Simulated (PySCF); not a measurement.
W(OH)2 (H₂O₂W), SMILES [OH][W][OH] (connectivity only; charge and spin as stated), neutral, multiplicity 3. Atoms are numbered in the order given.

```xyz
5

W      0.0000     0.0000     0.0000
O      0.0000     0.0000    -1.8216
H      0.0000     0.0000    -2.7745
O      0.0000     0.0000     1.8216
H      0.0000     0.0000     2.7745
```
Charge 0, spin multiplicity 3.

Geometry optimised at PBE0-D3(BJ)/def2-TZVP. The multiplicity is an assumed one; other spin states were not compared. The def2 effective core potentials stand for the cores of W; spin–orbit coupling is left out. One conformer was computed; it need not be the lowest.

The numbers are results of PBE/def2-TZVPD (PySCF), not measurements.

Mulliken values depend strongly on the basis, most of all with diffuse functions as here. ESP charges are fitted to the potential on shells at 1.4 to 2.0 van der Waals radii. Atomic charges (e):

```json
[
 {"atom": "W1", "ESP fit": "(withheld)", "Mulliken": "0.19", "Mulliken spin": "2.00"},
 {"atom": "O2", "ESP fit": "(withheld)", "Mulliken": "-0.35", "Mulliken spin": "0.01"},
 {"atom": "H3", "ESP fit": "(withheld)", "Mulliken": "0.26", "Mulliken spin": "-0.01"},
 {"atom": "O4", "ESP fit": "(withheld)", "Mulliken": "-0.35", "Mulliken spin": "0.01"},
 {"atom": "H5", "ESP fit": "(withheld)", "Mulliken": "0.26", "Mulliken spin": "-0.01"}
]
```

Question: Complete the blanks. (The exact figures need the calculation; the answer reports its results.)

Answer: 
- W1, ESP fit: -0.02
- O2, ESP fit: -0.41
- H3, ESP fit: 0.42
- O4, ESP fit: -0.41
- H5, ESP fit: 0.42
